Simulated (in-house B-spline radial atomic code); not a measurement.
# PBE excitations of Mg⁸⁺

Method: PBE. Computed with an all-electron radial atomic-structure program (B-spline basis): linear response of the closed shell [He] 2s2 with the functional's adiabatic kernel; scalar-relativistic (spin-free one-electron X2C), finite nucleus, no spin-orbit coupling, no double excitations, S, P, D and F terms only.

Command:
```bash
python run_td.py task.json out
```
Settings (radii: box in bohr, nucleus in fm):
```
Z                        12
electrons                4
configuration            [He] 2s2
hamiltonian              x2c
method                   pbe,pbe
box_radius               11.59
rms_radius               3.057
intervals                71
```

Time taken, with all properties: 0.2 s on 1 thread of Arm Neoverse N1 (shared host).

The lowest states, in the order of their Tamm-Dancoff energies; the method's threshold (minus the highest occupied level) is 309.60 eV. Labels give the largest channel, * marks a mixed state, and oscillator strengths are full-response dipole values. Semilocal kernels can invert the small singlet-triplet splittings of Rydberg terms. Energies in eV:

```csv
state,full response,Tamm-Dancoff,oscillator strength
2s → 2p 3P,14.115,15.938,-
2s → 2p 1P,31.35,32.82,0.304
2s → 3s 3S,186.33,186.35,-
2s → 3s 1S,189.78,189.82,-
2s → 3p 3P,193.02,193.04,-
2s → 3p 1P,194.10,194.10,0.555
2s → 3d 3D,196.65,196.72,-
2s → 3d 1D,199.58,199.59,-
2s → 4s 3S,?,?,-
2s → 4s 1S,246.52,246.53,-
2s → 4p 3P,248.23,248.23,-
2s → 4p 1P,248.54,248.55,0.143
2s → 4d 3D,249.96,249.98,-
2s → 4d 1D,250.87,250.87,-
2s → 4f 3F,252.11,252.12,-
2s → 4f 1F,252.23,252.23,-
2s → 5s 3S,?,?,-
2s → 5s 1S,270.51,270.51,-
2s → 5p 3P,271.40,271.41,-
2s → 5p 1P,271.55,271.55,0.0607
```

(1) Where does 2s → 5s 3S lie?

(2) Where does 2s → 4s 3S lie?

(3) How large is the singlet-triplet splitting of 2s → 2p (P terms) in Tamm-Dancoff?

(4) What polarisabilities and dispersion coefficient does the method give?

Answers

(1) At 270.07 eV in full response, 270.07 eV in Tamm-Dancoff.

(2) At 245.52 eV in full response, 245.52 eV in Tamm-Dancoff.

(3) 16.9 eV, from the unrounded values.

(4) Dipole 0.2464 bohr³, quadrupole 0.02617 bohr⁵, C6 0.0593 hartree·bohr⁶ for two such species.
